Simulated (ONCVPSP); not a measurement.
# u(r) = r·R(r): atom against pseudo-atom (hydrogen)

Columns: radius, all-electron u(r) and pseudo u(r) of the 1s shell (level -6.35 eV) of hydrogen in the configuration 1s1; LDA (Perdew-Wang 92), scalar-relativistic, ONCV scheme, ONCVPSP 4.0.1.

```json
{"r (bohr)": "0.062", "all-electron": "0.1079", "pseudo": "0.0868"}
{"r (bohr)": "0.125", "all-electron": "0.2042", "pseudo": "0.1732"}
{"r (bohr)": "0.188", "all-electron": "0.2884", "pseudo": "0.2559"}
{"r (bohr)": "0.250", "all-electron": "0.3605", "pseudo": "0.3321"}
{"r (bohr)": "0.312", "all-electron": "0.4229", "pseudo": "0.4016"}
{"r (bohr)": "0.375", "all-electron": "0.4774", "pseudo": "0.4645"}
{"r (bohr)": "0.438", "all-electron": "0.5239", "pseudo": "0.5190"}
{"r (bohr)": "0.500", "all-electron": "0.5625", "pseudo": "0.5643"}
{"r (bohr)": "0.562", "all-electron": "0.5948", "pseudo": "0.6018"}
{"r (bohr)": "0.625", "all-electron": "0.6219", "pseudo": "0.6322"}
{"r (bohr)": "0.688", "all-electron": "0.6438", "pseudo": "0.6556"}
{"r (bohr)": "0.750", "all-electron": "0.6609", "pseudo": "0.6723"}
{"r (bohr)": "0.812", "all-electron": "0.6739", "pseudo": "0.6837"}
{"r (bohr)": "0.875", "all-electron": "0.6835", "pseudo": "0.6908"}
{"r (bohr)": "0.938", "all-electron": "0.6899", "pseudo": "0.6944"}
{"r (bohr)": "1.000", "all-electron": "0.6933", "pseudo": "0.6956"}
{"r (bohr)": "1.062", "all-electron": "0.6942", "pseudo": "0.6951"}
{"r (bohr)": "1.125", "all-electron": "0.6929", "pseudo": "0.6931"}
{"r (bohr)": "1.188", "all-electron": "0.6897", "pseudo": "0.6897"}
{"r (bohr)": "1.250", "all-electron": "0.6848", "pseudo": "0.6848"}
{"r (bohr)": "1.312", "all-electron": "0.6784", "pseudo": "0.6784"}
{"r (bohr)": "1.375", "all-electron": "0.6706", "pseudo": "0.6706"}
{"r (bohr)": "1.438", "all-electron": "0.6617", "pseudo": "0.6617"}
{"r (bohr)": "1.500", "all-electron": "0.6519", "pseudo": "0.6519"}
{"r (bohr)": "1.562", "all-electron": "0.6413", "pseudo": "0.6413"}
{"r (bohr)": "1.625", "all-electron": "0.6299", "pseudo": "0.6299"}
```

Q: How many radial nodes do the two functions have?

A: The all-electron 1s function has n − l − 1 = 0; the pseudo-wave has 0.

Q: At about which radius was the pseudo-wave matched?

A: 1.25 bohr. The columns agree to 0.0005 from 1.12 bohr on; several derivatives are matched, so the curves merge somewhat inside the radius.

Q: Where does each function peak?

A: Outermost all-electron maximum near 1.06 bohr, pseudo maximum near 1.00 bohr (to the table’s step).

Q: Is the pseudo-wave norm-conserving?

A: Yes: the ONCV scheme keeps the norm inside the radius equal to the all-electron one, which fixes the energy derivative of the logarithmic derivative at the level.
